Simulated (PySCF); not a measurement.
**Computed spin Hamiltonian**

Compound: C7H9S (doublet state).
Numbering: `[SH:1][C@@H:2]1[CH2:3][C@:4]12[CH:5][CH2:6][CH:7]=[CH:8]2` (hydrogens: H9 on S1; H10 on C2; H11, H12 on C3; H13 on C5; H14, H15 on C6; H16 on C7; H17 on C8)

Cartesian coordinates in Å at the GFN2-xTB level; atoms count from 1:
```
atom  x, y, z in Å
S1     2.1173   -1.1579   -1.7284
C2     1.7337   -0.1494   -0.2972
C3     1.4211   -0.8280    0.9871
C4     0.2947   -0.0987    0.2642
C5    -0.8296   -0.7578   -0.3504
C6    -2.0330    0.1066   -0.2677
C7    -1.5240    1.3165    0.4553
C8    -0.2356    1.1950    0.7520
H9     1.4497   -0.4131   -2.6106
H10    2.3002    0.7725   -0.2701
H11    1.8000   -0.3997    1.9032
H12    1.3724   -1.9063    0.9810
H13   -0.8012   -1.7264   -0.8078
H14   -2.4377    0.3663   -1.2552
H15   -2.8567   -0.3711    0.2787
H16   -2.1583    2.1536    0.6871
H17    0.3802    1.9100    1.2688
```

The hyperfine couplings belong to this conformer and change with its torsions.

Method used: PySCF, UKS B3LYP, pcH-1 on C H S, non-relativistic, mean-field spin-orbit, GIAO. One conformer (not necessarily the lowest) at the GFN2-xTB geometry, without solvent, vibrations or thermal averaging. A GFN2-xTB geometry isn't a minimum of the functional, and hyperfine couplings can be far from their values at a DFT geometry. No stability test was run, so a lower SCF solution isn't excluded.

| Item | Value |
| --- | --- |
| g1, g2, g3 | 2.00224, 2.00294, 2.00387 |
| g_iso | 2.00302 |
| Form of g | rhombic: the two nearest values differ by 43 % of g3 − g1 |
| ⟨S²⟩ | 0.7552 (exact 0.7500) |
| α and β electrons | 34, 33 |
| HOMO–LUMO gap, α and β orbitals | 4.91, 4.82 eV |

Isotropic coupling and dipolar principal values T1 to T3, in MHz; ρ(0) is the spin density at the nucleus:

```
atom  isotope  a_iso  of which spin–orbit     T1     T2     T3  Mulliken spin population  ρ(0) (bohr⁻³)
  S1      33S   -0.3                  0.0   -0.7   -0.4    1.1                      0.00        -0.0009
  C2      13C   64.4                  0.0  -10.2  -10.0   20.2                      0.09         0.0573
  C3      13C   44.0                  0.0   -8.9   -8.8   17.8                      0.08         0.0391
  C4      13C  -41.0                  0.0   -4.2   -0.6    4.9                     -0.10        -0.0364
  C5      13C   80.6                 -0.1  -75.8  -75.3  151.1                      0.96         0.0718
  C6      13C  -32.5                  0.0   -2.0    0.4    1.7                     -0.08        -0.0289
  C7      13C   -0.9                  0.0   -3.0    0.1    2.9                     -0.01        -0.0008
  C8      13C    0.4                  0.0   -1.3   -0.1    1.5                      0.01         0.0004
  H9       1H    0.9                  0.0   -2.8   -1.7    4.5                      0.00         0.0002
 H10       1H    8.0                  0.0   -5.2   -1.5    6.7                      0.00         0.0018
 H11       1H    7.3                  0.0   -4.8   -1.5    6.2                      0.00         0.0016
 H12       1H   -6.0                  0.0   -5.6   -1.0    6.6                      0.00        -0.0013
 H13       1H  -59.9                  0.0  -35.8   -0.1   35.9                     -0.04        -0.0134
 H14       1H  107.3                  0.0   -4.6   -3.5    8.2                      0.04         0.0240
 H15       1H  105.8                  0.0   -4.7   -3.7    8.3                      0.04         0.0237
 H16       1H   -0.6                  0.0   -1.6   -1.1    2.7                      0.00        -0.0001
 H17       1H   -1.4                  0.0   -1.7   -1.5    3.2                      0.00        -0.0003
```

The largest Mulliken spin populations are on C5 (+0.96), C4 (-0.10), C2 (+0.09) and C3 (+0.08). No atom but C5 exceeds +0.15. The positive populations add up to 1.24 and the negative ones to -0.24, together 2S = 1. The angles at C5 add up to 360.0°, so it is planar; its axial dipolar tensor and the negative coupling of its proton fit spin in a p orbital normal to that plane.

Under fast tumbling the dipolar parts average out, and these isotropic splittings remain (the largest six): 1 × 1H (H14, I = 1/2, 2 lines) with 3.83 mT, 1 × 1H (H15, I = 1/2, 2 lines) with 3.77 mT, 1 × 1H (H13, I = 1/2, 2 lines) with 2.13 mT, 1 × 1H (H10, I = 1/2, 2 lines) with 0.28 mT, 1 × 1H (H11, I = 1/2, 2 lines) with 0.26 mT and 1 × 1H (H12, I = 1/2, 2 lines) with 0.22 mT.

The 13C coupling of C5 (80.6 MHz) shows only in satellite lines or after enrichment, since that isotope makes up about 1.07 % of natural carbon.

Examples of negative spin density at the nucleus (bohr⁻³): C4 (-0.0364), C6 (-0.0289) and H13 (-0.0134).
